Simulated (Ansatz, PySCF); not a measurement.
Species: sum formula Si2NH8, net charge 1, singlet state. It need not be the lowest isomer of its formula. 
Coordinates optimised at B3LYP-D3(BJ)/def2-TZVP (Ansatz, a quantum-chemistry and plane-wave program):
```xyz
11

Si     1.5313    -0.2786     0.4044
N      0.0976     0.0006    -0.7804
Si    -1.5838     0.2783     0.0152
H      2.7298    -0.1941    -0.4393
H      1.3814     0.8174     1.3702
H      1.2518    -1.6115     0.9513
H      0.0390    -0.7985    -1.4170
H     -1.6762    -0.8191     0.9866
H     -2.5375     0.1952    -1.0978
H     -1.4479     1.6104     0.6159
H      0.3111     0.8005    -1.3819
```
Charge +1, spin multiplicity 1.

Total electronic energies in hartree. Cores are frozen in the correlated levels unless marked. Spin-orbit coupling is left out. No relativistic terms. CBS(X,Y): correlation extrapolated as X^-3; Hartree-Fock from the larger set. The bracket is a focal-point correction in the basis named.

```csv
level,program,energy (Eh)
revPBE-D3(BJ)/def2-TZVPD,Ansatz + dftd3,-638.23904
B3LYP-D3(BJ)/def2-TZVPD,Ansatz + dftd3,-638.43049
BHLYP/def2-TZVPD,Ansatz,-638.33466
r2SCANh/def2-TZVPD,Ansatz,-638.26637
r2SCAN0-D4/def2-TZVPD,Ansatz + dftd4,-638.26168
M06-2X/def2-TZVPD,PySCF,-638.28824
wB97M-V/def2-TZVPD,Ansatz,-638.27504
B2PLYP-D3(BJ)/def2-TZVPD,Ansatz + dftd3,-638.07352
RPA@PBE/cc-pV(T+d)Z,Ansatz,-637.66816
RI-MP2/cc-pV(T+d)Z,Ansatz,-637.30256
CCSD/6-31G,Ansatz,-636.88506
CCSD/6-31G*,Ansatz,-637.10316
CCSD/cc-pVTZ,Ansatz,-637.34930
CCSD(T)/6-31G*,Ansatz,-637.11125
"RI-MP2/CBS(cc-pV(T+d)Z,cc-pV(Q+d)Z)+[CCSD(T)-MP2]/cc-pV(T+d)Z",Ansatz,-637.4393
```

Totals of different functionals don't rank their quality; only differences between species are comparable.
